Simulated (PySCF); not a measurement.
C3H5O2 (SMILES [CH2]OC(C)=O), doublet, at a GFN2-xTB geometry; CAMB3LYP/STO-3G (PySCF).

The PySCF input:
```python
from pyscf import gto, scf, dft

mol = gto.M(
    atom='''
C     1.86875538    0.32509406    0.03657765
O     0.59908334    0.61699177    0.33596227
C    -0.40500861   -0.19937057   -0.08193545
C    -1.73715054    0.34100113    0.35237623
O    -0.20825663   -1.20455641   -0.71960721
H     2.09487959   -0.55553414   -0.53504925
H     2.59850532    1.01392248    0.40718591
H    -1.99158751    1.20526703   -0.25915133
H    -2.49726739   -0.42319776    0.22363587
H    -1.69072095    0.65971169    1.39042763
''',
    basis='sto-3g',
    spin=1,
    verbose=4,
)

mf = dft.UKS(mol)
mf.xc = 'camb3lyp'
mf.diis_space = 12
mf.kernel()
mf.analyze()
```

It wrote (shortened):

```
PySCF version 2.14.0

[INPUT] verbose = 4
[INPUT] num. atoms = 10
[INPUT] num. electrons = 39
[INPUT] charge = 0
[INPUT] spin (= nelec alpha-beta = 2S) = 1
[INPUT] symmetry False subgroup None
[INPUT] Mole.unit = angstrom
[INPUT] Symbol           X                Y                Z      unit          X                Y                Z       unit  Magmom
[...]
nuclear repulsion = 173.542943366275
number of shells = 20
number of NR pGTOs = 90
number of NR cGTOs = 30
basis = sto-3g
ecp = {}

******** <class 'pyscf.dft.uks.UKS'> ********
method = UKS
initial guess = minao
damping factor = 0
level_shift factor = 0
DIIS = <class 'pyscf.scf.diis.CDIIS'>
diis_start_cycle = 1
diis_space = 12
diis_damp = 0
SCF conv_tol = 1e-09
SCF conv_tol_grad = None
SCF max_cycles = 50
direct_scf = True
direct_scf_tol = 1e-13
number electrons alpha = 20  beta = 19
XC library pyscf.dft.libxc version 7.1.2
    S. Lehtola, C. Steigemann, M. J. T. Oliveira, and M. A. L. Marques,  SoftwareX 7, 1–5 (2018)
XC functionals = camb3lyp
    T. Yanai, D. P. Tew, and N. C. Handy,  Chem. Phys. Lett. 393, 51 (2004)
radial grids:
    Treutler-Ahlrichs [JCP 102, 346 (1995); DOI:10.1063/1.469408] (M4) radial grids

becke partition: Becke, JCP 88, 2547 (1988); DOI:10.1063/1.454033
pruning grids: <function nwchem_prune>
grids dens level: 3
symmetrized grids: False
atomic radii adjust function: <function treutler_atomic_radii_adjust>
small_rho_cutoff = 0
Set gradient conv threshold to 3.16228e-05
tot grids = 119560
init E= -264.927907122799

cycle= 1 E= -263.855512639728  delta_E= 1.07  |g|= 0.516  |ddm|= 2.95
cycle= 2 E= -263.67012273116  delta_E= 0.185  |g|= 0.865  |ddm|= 1.53
cycle= 3 E= -264.03636852302  delta_E= -0.366  |g|= 0.115  |ddm|= 0.941
cycle= 4 E= -264.043279766399  delta_E= -0.00691  |g|= 0.0377  |ddm|= 0.164
cycle= 5 E= -264.044198250331  delta_E= -0.000918  |g|= 0.00571  |ddm|= 0.0528
cycle= 6 E= -264.044265278156  delta_E= -6.7e-05  |g|= 0.00287  |ddm|= 0.0173
cycle= 7 E= -264.044287289789  delta_E= -2.2e-05  |g|= 0.00132  |ddm|= 0.0102
cycle= 8 E= -264.044295330078  delta_E= -8.04e-06  |g|= 0.000631  |ddm|= 0.00726
cycle= 9 E= -264.044297555989  delta_E= -2.23e-06  |g|= 0.00025  |ddm|= 0.00486
cycle= 10 E= -264.044297820643  delta_E= -2.65e-07  |g|= 7.46e-05  |ddm|= 0.00183
cycle= 11 E= -264.044297838962  delta_E= -1.83e-08  |g|= 2.1e-05  |ddm|= 0.000501
cycle= 12 E= -264.044297839825  delta_E= -8.63e-10  |g|= 4.35e-06  |ddm|= 9.59e-05
Extra cycle  E= -264.044297839857  delta_E= -3.16e-11  |g|= 3.47e-06  |ddm|= 1.3e-05
converged SCF energy = -264.044297839857  <S^2> = 0.75715449  2S+1 = 2.0071417
**** SCF Summaries ****
Total Energy =                        -264.044297839856540
Nuclear Repulsion Energy =             173.542943366274557
One-electron Energy =                 -704.817988827096087
Two-electron Energy =                  267.230747620965019
Two-electron Coulomb Energy =          302.496016193156720
DFT Exchange-Correlation Energy =      -35.265268572191694
**** MO energy ****
                             alpha | beta                alpha | beta
[...]
To work with the spin densities directly, `use mulliken_meta_spin()` only printing them here.

 ** Mulliken spin pop alpha/beta on meta-lowdin orthogonal AOs **
 ** Mulliken Spin Density (per AO)  **
spin_pop of  0 C 1s       -0.00002
spin_pop of  0 C 2s        0.04021
spin_pop of  0 C 2px       0.02007
spin_pop of  0 C 2py       0.23820
spin_pop of  0 C 2pz       0.56858
spin_pop of  1 O 1s       -0.00000
spin_pop of  1 O 2s        0.00251
spin_pop of  1 O 2px      -0.01172
spin_pop of  1 O 2py       0.02771
spin_pop of  1 O 2pz       0.07414
spin_pop of  2 C 1s        0.00000
spin_pop of  2 C 2s       -0.00167
spin_pop of  2 C 2px      -0.00199
spin_pop of  2 C 2py      -0.00575
spin_pop of  2 C 2pz      -0.01067
spin_pop of  3 C 1s       -0.00000
spin_pop of  3 C 2s       -0.00024
spin_pop of  3 C 2px      -0.00062
spin_pop of  3 C 2py      -0.00004
spin_pop of  3 C 2pz       0.00021
spin_pop of  4 O 1s       -0.00000
spin_pop of  4 O 2s        0.00137
spin_pop of  4 O 2px       0.00129
spin_pop of  4 O 2py       0.03318
spin_pop of  4 O 2pz       0.08603
spin_pop of  5 H 1s       -0.02982
spin_pop of  6 H 1s       -0.03052
spin_pop of  7 H 1s       -0.00001
spin_pop of  8 H 1s       -0.00019
spin_pop of  9 H 1s       -0.00024
 ** Mulliken Spin Density (per atom)  **
spin density of  0 C =      0.86704
spin density of  1 O =      0.09264
spin density of  2 C =     -0.02009
spin density of  3 C =     -0.00070
spin density of  4 O =      0.12188
spin density of  5 H =     -0.02982
spin density of  6 H =     -0.03052
spin density of  7 H =     -0.00001
spin density of  8 H =     -0.00019
spin density of  9 H =     -0.00024
 ** Mulliken pop alpha/beta on meta-lowdin orthogonal AOs **
 ** Mulliken pop       alpha | beta **
[...]
In total            20.00000 | 19.00000
 ** Mulliken atomic charges   ( Nelec_alpha | Nelec_beta ) **
charge of  0C =     -0.08470  (     3.47587      2.60883 )
charge of  1O =     -0.05933  (     4.07598      3.98335 )
charge of  2C =      0.16984  (     2.90504      2.92512 )
charge of  3C =     -0.17553  (     3.08742      3.08811 )
charge of  4O =     -0.16265  (     4.14226      4.02038 )
charge of  5H =      0.05397  (     0.45810      0.48793 )
charge of  6H =      0.05354  (     0.45797      0.48849 )
charge of  7H =      0.06816  (     0.46591      0.46592 )
charge of  8H =      0.06843  (     0.46569      0.46588 )
charge of  9H =      0.06827  (     0.46574      0.46599 )
Dipole moment(X, Y, Z, Debye): -0.36817,  0.90081,  0.55192
```
